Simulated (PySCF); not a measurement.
Harmonic spectrum computed at PBE0 in the def2-TZVP basis family (core potentials from Rb on, PySCF, no spin–orbit coupling):

```
symmetry  ω (cm⁻¹)  IR (km/mol)
      a'       230         26.1
     a''       379          113
      a'       586          113
      a'       894         54.1
      a'       943         16.2
      a'      3797         72.5
```

Task: Which molecule gave it? In each, all ligands are bound to the one heavy central atom.
A. PbN(OH) (singlet)
B. TiN(OH) (singlet)
C. GeN(OH) (singlet)
D. TeN(OH) (singlet)
E. SeN(OH) (singlet)

Result: D. It has Cs symmetry with O–H 0.967 Å, Te–N 1.800 Å, Te–O 1.970 Å.
